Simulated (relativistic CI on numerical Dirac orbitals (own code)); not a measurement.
## Ti+ in a cubic cluster: L2,3 absorption with charge transfer

Computed with a charge-transfer multiplet model of a cubic metal-ligand cluster with up to one ligand hole, Slater and spin-orbit integrals from Dirac-Coulomb-Breit ions, Slater integrals scaled by 0.9. The ground state mixes d3 with configurations of k ligand holes L, whose averages lie at kΔ + k(k − 1)U_dd/2; a core hole lowers each added d electron by U_cd. 300 K, Lorentzian 0.4 eV and Gaussian 0.3 eV FWHM.

Atomic integrals in eV (Slater integrals scaled, ζ unscaled), ground: F2dd 6.085, F4dd 3.735, zeta_d 0.009; with the core hole: F2dd 7.050, F4dd 4.343, zeta_d 0.017, zeta_core 3.750, F2cd 3.741, G1cd 2.596, G3cd 1.470.

Cluster parameters (eV): U_dd = 5.7, U_cd = 6.7, 10Dq = 0.95, 10Dq(ligand) = 0.8, V(eg) = 1.3, V(t2g) = -0.56, final-state hopping factor = 1.

| Case | n_d | d3 | d4L | S |
| --- | --- | --- | --- | --- |
| Δ = 6.1 eV | 3.13 | 0.87 | 0.13 | 1.50 |
| Δ = 7.1 eV | 3.11 | 0.89 | 0.11 | 1.50 |
| Δ = 8.1 eV | 3.09 | 0.91 | 0.09 | 1.50 |

Weights, n_d and S are thermal averages at 300 K. Photon energies count from the first peak over 30 % of the highest in each spectrum, which can be another peak from case to case. The parameters are a model scan and need not match a compound or its usual spin state. Peaks in eV (height, largest 100):
- Δ = 6.1 eV: 0.0 (67), 0.9 (100), 1.5 (86), 3.7 (15), 5.8 (74), 6.8 (47), 7.3 (54)
- Δ = 7.1 eV: 0.0 (67), 0.8 (100), 1.5 (87), 3.7 (15), 5.7 (77), 6.7 (46), 7.2 (55)
- Δ = 8.1 eV: 0.0 (67), 0.8 (100), 1.5 (89), 3.7 (15), 5.7 (77), 6.7 (47), 7.2 (56)

Curve for Δ = 8.1 eV (points under 2 left out, the grid thinned):

E (eV), Intensity and a bar:
```
     -2.3        2.1 
     -2.0        3.0 
     -1.7        3.8 #
     -1.4        4.9 #
     -1.2        6.7 #
     -0.9       11.7 ###
     -0.6       20.6 ######
     -0.3       43.1 #############
      0.0       66.6 ####################
      0.3       59.3 ##################
      0.6       88.9 ###########################
      0.9       98.5 ##############################
      1.1       90.7 ############################
      1.4       87.8 ###########################
      1.7       80.4 ########################
      2.0       48.9 ###############
      2.3       29.6 #########
      2.6       24.0 #######
      2.9       20.7 ######
      3.1       17.7 #####
      3.4       14.4 ####
      3.7       14.8 ####
      4.0       13.6 ####
      4.3       14.7 ####
      4.6       22.3 ######
      4.9       30.5 #########
      5.1       36.3 ###########
      5.4       58.1 #################
      5.7       77.3 #######################
      6.0       59.3 ##################
      6.3       41.5 ############
      6.6       46.4 ##############
      6.9       45.9 ##############
      7.1       53.2 ################
      7.4       51.5 ###############
      7.7       31.7 #########
      8.0       18.4 #####
      8.3       11.7 ###
      8.6        7.7 ##
      8.9        5.7 #
      9.2        4.4 #
      9.4        3.6 
      9.7        3.0 
     10.0        2.6 
     10.3        2.1
```

For the case Δ = 7.1 eV, Δ = 7.1 eV is larger than U_dd = 5.7 eV, the Mott-Hubbard side of the Zaanen-Sawatzky-Allen scheme. With the core hole the configuration with one ligand hole lies at Δ + U_dd − U_cd = 5.1, 6.1, 7.1 eV from the one without, in the order of the table; where this is negative the screened configuration lies lower.

With at most 1 ligand hole the space is cut while the next configuration still counts, so covalency is underestimated, and a final configuration with one more ligand hole, which can lie low, is missing from the spectra.
